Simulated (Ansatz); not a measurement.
Born–Oppenheimer molecular dynamics of BClF2H2 (6 atoms, charge 0, multiplicity 1). It starts at the highest image of a converged band. Of that band: Neighbouring images differ by up to 1.4 eV, so the band resolves the path poorly. A vibrational analysis at the climbing image gives one clearly imaginary mode, 1221i cm⁻¹: a first-order saddle point.

Level of theory: RKS B3LYP-D4/cc-pVDZ in Ansatz 0.2.0.

- ensemble: NVE (velocity Verlet)
- time step: 0.5 fs
- steps asked: 200
- starting velocities drawn for: 300 K
- seed: 5342

Frames 5 fs apart, positions in Å, forces in eV/Å.

Velocities at 40.0 fs (Å/ps):

```
B 8.51 -10.48 21.47
H 2.72 61.50 58.73
F 0.01 -0.58 -2.15
Cl -1.81 0.13 -0.93
F -1.65 -2.35 -14.42
H 0.38 101.60 55.86
```

```xyz
6
Properties=species:S:1:pos:R:3:forces:R:3 time_fs=40.0 energy_less_start_eV=-1.512 T=3222
B -0.076 -0.738 -0.421 0.55 2.96 2.09
H 0.001 2.314 2.828 -0.02 0.27 0.92
F 1.019 0.066 -0.466 -0.49 -1.09 -0.96
Cl -1.620 0.054 -0.712 -0.20 -0.38 -0.82
F -0.032 -1.710 0.449 0.13 -1.49 -0.30
H -0.018 2.533 3.588 0.02 -0.27 -0.93
6
Properties=species:S:1:pos:R:3:forces:R:3 time_fs=45.0 energy_less_start_eV=-1.532 T=3264
B -0.035 -0.738 -0.311 -1.47 6.34 -2.16
H 0.013 2.638 3.177 0.03 -0.38 -0.62
F 1.017 0.056 -0.481 0.36 -0.64 -0.33
Cl -1.629 0.053 -0.719 0.68 -0.65 -0.20
F -0.038 -1.742 0.385 0.43 -5.05 2.70
H -0.014 3.023 3.811 -0.03 0.38 0.62
6
Properties=species:S:1:pos:R:3:forces:R:3 time_fs=50.0 energy_less_start_eV=-1.872 T=3919
B -0.028 -0.623 -0.233 -3.40 -1.26 0.09
H 0.025 2.962 3.514 -0.01 0.14 0.13
F 1.021 0.040 -0.501 2.21 0.99 -0.25
Cl -1.633 0.048 -0.727 0.74 -0.25 0.27
F -0.040 -1.824 0.346 0.45 0.52 -0.12
H -0.011 3.514 4.046 0.01 -0.14 -0.13
6
Properties=species:S:1:pos:R:3:forces:R:3 time_fs=55.0 energy_less_start_eV=-1.520 T=3239
B -0.084 -0.524 -0.161 -0.07 -4.42 -0.38
H 0.036 3.299 3.878 -0.05 0.78 0.42
F 1.048 0.033 -0.524 0.07 0.29 0.61
Cl -1.633 0.041 -0.734 -0.02 0.33 0.43
F -0.036 -1.904 0.309 0.02 3.80 -0.66
H -0.007 3.992 4.253 0.05 -0.78 -0.42
6
Properties=species:S:1:pos:R:3:forces:R:3 time_fs=60.0 energy_less_start_eV=-1.136 T=2498
B -0.143 -0.518 -0.098 3.51 -4.06 -1.97
H 0.043 3.694 4.266 0.05 -0.82 -0.19
F 1.076 0.030 -0.538 -2.52 -0.67 1.70
Cl -1.633 0.036 -0.738 -0.63 0.59 0.44
F -0.032 -1.939 0.264 -0.36 4.15 -0.17
H 0.001 4.412 4.436 -0.05 0.82 0.19
6
Properties=species:S:1:pos:R:3:forces:R:3 time_fs=65.0 energy_less_start_eV=-1.404 T=3015
B -0.132 -0.598 -0.079 2.70 -0.98 -3.27
H 0.052 4.075 4.647 -0.02 0.38 -0.01
F 1.075 0.019 -0.533 -2.63 -1.05 1.87
Cl -1.636 0.035 -0.738 0.09 0.18 0.82
F -0.031 -1.924 0.218 -0.16 1.86 0.58
H 0.008 4.846 4.627 0.02 -0.38 0.01
6
Properties=species:S:1:pos:R:3:forces:R:3 time_fs=70.0 energy_less_start_eV=-1.548 T=3293
B -0.065 -0.692 -0.131 -0.51 4.93 -3.83
H 0.058 4.493 5.039 -0.04 0.74 -0.23
F 1.042 -0.004 -0.504 -0.69 -0.54 1.06
Cl -1.639 0.035 -0.733 0.88 -0.33 0.89
F -0.033 -1.890 0.179 0.32 -4.06 1.87
H 0.017 5.242 4.806 0.04 -0.74 0.23
6
Properties=species:S:1:pos:R:3:forces:R:3 time_fs=75.0 energy_less_start_eV=-1.634 T=3459
B -0.013 -0.701 -0.262 -5.44 0.36 -0.88
H 0.061 4.964 5.406 0.04 -0.76 0.48
F 1.004 -0.032 -0.463 4.22 2.50 -0.55
Cl -1.636 0.033 -0.722 0.94 -0.37 0.36
F -0.030 -1.897 0.163 0.28 -2.50 1.08
H 0.028 5.587 5.011 -0.04 0.76 -0.48
6
Properties=species:S:1:pos:R:3:forces:R:3 time_fs=80.0 energy_less_start_eV=-1.790 T=3759
B -0.066 -0.694 -0.414 -2.21 -2.58 2.04
H 0.066 5.419 5.780 -0.02 0.38 -0.41
F 1.012 -0.032 -0.426 2.47 1.56 -0.62
Cl -1.627 0.029 -0.709 -0.17 0.06 -0.43
F -0.025 -1.936 0.158 -0.10 0.96 -1.00
H 0.039 5.946 5.208 0.02 -0.38 0.41
6
Properties=species:S:1:pos:R:3:forces:R:3 time_fs=85.0 energy_less_start_eV=-1.309 T=2833
B -0.161 -0.740 -0.521 5.06 -1.27 4.10
H 0.068 5.913 6.128 -0.01 0.29 -0.57
F 1.049 -0.014 -0.399 -2.29 -1.20 -1.21
Cl -1.620 0.026 -0.699 -2.14 0.88 -0.97
F -0.021 -1.965 0.142 -0.64 1.59 -1.93
H 0.052 6.267 5.432 0.01 -0.29 0.57
6
Properties=species:S:1:pos:R:3:forces:R:3 time_fs=90.0 energy_less_start_eV=-1.229 T=2678
B -0.160 -0.810 -0.542 4.45 1.59 3.53
H 0.070 6.421 6.426 0.01 -0.19 0.90
F 1.061 -0.009 -0.386 -2.88 -1.94 -1.35
Cl -1.626 0.027 -0.695 -1.15 0.28 -0.87
F -0.025 -1.977 0.103 -0.43 0.08 -1.30
H 0.066 6.574 5.705 -0.01 0.19 -0.90
6
Properties=species:S:1:pos:R:3:forces:R:3 time_fs=95.0 energy_less_start_eV=-1.589 T=3371
B -0.065 -0.842 -0.488 0.14 4.77 1.04
H 0.072 6.926 6.742 0.01 -0.04 -0.71
F 1.039 -0.027 -0.390 -1.10 -1.32 -0.85
Cl -1.639 0.031 -0.697 0.79 -0.72 -0.48
F -0.033 -1.989 0.049 0.17 -2.72 0.29
H 0.079 6.883 5.960 -0.01 0.04 0.71
```

Of the whole run (100 fs, mean temperature of the second half 3183 K): The conserved energy stayed within 0.27 meV per atom of its start (net change -0.094 meV per atom), so the integration is sound. The kinetic energy rose, since the run started high on the potential surface and went downhill. It ends in pieces (BClF2 + H2), so much of that is their flight and rotation, not heat. A run of 0.1 ps of so small a system gives no equilibrium averages. The orbitals stay closed-shell, which can raise the energy where a bond breaks towards radicals; this wasn't checked here.

Time of the run: 6.8 min on 1 thread of Arm Neoverse V1 (shared host), peak memory 0.13 GiB.
